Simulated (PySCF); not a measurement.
## Vertical excitation energies

C₃H₃Cl₂FSi.
SMILES with atom numbers: `[F:1][C@@H:2]1[CH:3]=[C:4]1[SiH:5]([Cl:6])[Cl:7]` (hydrogens: H8 on C2; H9 on C3; H10 on Si5)

Theory: PySCF, TDDFT B3LYP/def2-SVPD, vertical, gas phase, core orbitals frozen in the response. Isolated species at its GFN2-xTB geometry (one conformer only). Torsions of this conformer, `[F:1][C@@H:2]1[CH:3]=[C:4]1[SiH:5]([Cl:6])[Cl:7]`: C3–C4–Si5–Cl6 -4°.

Predict the UV-vis stick spectrum at this level.

| state | E (eV) | λ (nm) | f | main configurations (H = HOMO, L = LUMO) |
| --- | --- | --- | --- | --- |
| S1 | 5.14 | 241.1 | 0.0004 | H→L (98%) |
| S2 | 6.23 | 198.9 | 0.083 | H-1→L (67%), H-2→L (12%), H-5→L (9%) |
| S3 | 6.71 | 184.8 | 0.040 | H-3→L (39%), H-2→L (36%), H-1→L (16%) |
| S4 | 6.86 | 180.7 | 0.017 | H-3→L (51%), H-2→L (45%) |
| S5 | 6.99 | 177.3 | 0.0043 | H-5→L (40%), H-4→L (23%), H→L+1 (16%) |
| S6 | 7.08 | 175.2 | 0.119 | H→L+1 (76%), H-5→L (8%) |
| S7 | 7.15 | 173.4 | 0.0000 | H-4→L (65%), H-5→L (33%) |
| S8 | 7.39 | 167.8 | 0.014 | H-1→L+1 (76%), H-6→L (14%) |

Triplets, Tamm–Dancoff:

```
state  E (eV)  λ (nm)  main configurations (H = HOMO, L = LUMO)
   T1    4.38   283.2                               H-1→L (89%)
   T2    4.77   260.1                                 H→L (96%)
   T3    6.18   200.6     H-2→L (45%), H-5→L (23%), H-3→L (13%)
```

The lowest singlet comes at 241 nm (496 kJ/mol) in the ultraviolet; it is dark (f under 0.0005); its leading configuration is HOMO→LUMO (98%). The most intense listed level is S6 at 7.08 eV (175 nm, f = 0.119), 1.93 eV above S1. Löwdin shares by element: HOMO carbon 58%, fluorine 20% (atoms not listed hold the other 22%); LUMO carbon 62% or more, silicon 14%, chlorine 8% or more (atoms not listed hold the other 16%). The listed states span 2.25 eV, and the widest gap between neighbours is 1.09 eV (S1 to S2). Weighted by f, the mean energy of these states is 6.77 eV. Of the 8 states listed, 5 reach f = 0.01 and 2 stay under 0.0005. The window holds the lowest 8 singlets.
